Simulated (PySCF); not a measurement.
An unknown shows these calculated signals:

1H NMR (300 MHz, computed): δ 4.52 (m, 2H), 2.96 (m, 2H), 2.12 (s, 3H).

13C{1H} NMR (computed): δ 159.3 (C), 116.9 (C), 114.0 (C), 69.3 (CH2), 42.9 (CH2), 15.9 (CH3).

Rapidly exchanging positions averaged, a single conformation, non-relativistic Hamiltonian, in vacuum. Geometry: GFN2-xTB; shieldings: GIAO PBE0/pcSseg-1; PySCF.

δ = σ(ref) − σ, references computed at the same level: 1H (σref 31.72) and 13C (σref 186.93) vs TMS.

Task: Which of these does the molecule contain: a (CH3)2CH unit, a non-aromatic C=C double bond, a nitrile, an NH or NH2 group?

Result: 
- A (CH3)2CH unit: no.
- A non-aromatic C=C double bond: yes.
- A nitrile: no.
- An NH or NH2 group: no.

The data belong to SMILES C(C1=C(C)CCO1)(Cl)(Cl)Cl, C₆H₇Cl₃O; they needn't prove each group on their own.

Carbon signals by region: 3 in the sp2 and nitrile region (100–160 ppm), 1 at 50–100 ppm, 2 below 50 ppm.

Carbons that carry Cl, above all several Cl atoms, come out too deshielded, partly because spin–orbit coupling is missing. Shifts are as computed. Against solution values, carbons near 30 ppm lie about +3 ppm off and those near 130 ppm about +5 ppm; carbons on Cl a further +6 ppm. Of 1211 compounds with measured shifts, 218 miss one by over three times the rms of a fit or turn the order of signals round; such compounds aren't used in these exercises. No couplings were computed; multiplicities are counted from neighbouring protons, with m where these are inequivalent, close in shift, in a saturated or five-membered ring or joined by F or P, and br s for small geminal =CH2 splittings.
